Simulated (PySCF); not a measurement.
A structure optimised at PBE-D3(BJ)/def2-SVP, used in a PySCF frequency run:

```xyz
4

In     0.0000     0.0000     0.6787
F      0.0000     0.0000     2.6513
I      0.0000     2.3757    -0.5388
I      0.0000    -2.3757    -0.5388
```

### Question
Write its SMILES, formula and point group.

### Answer
[F][In]([I])[I], FI₂In, C2v

### Question
What are its rotational constants (standard atomic weights)?

### Answer
1.9443, 0.35281, 0.29862 GHz
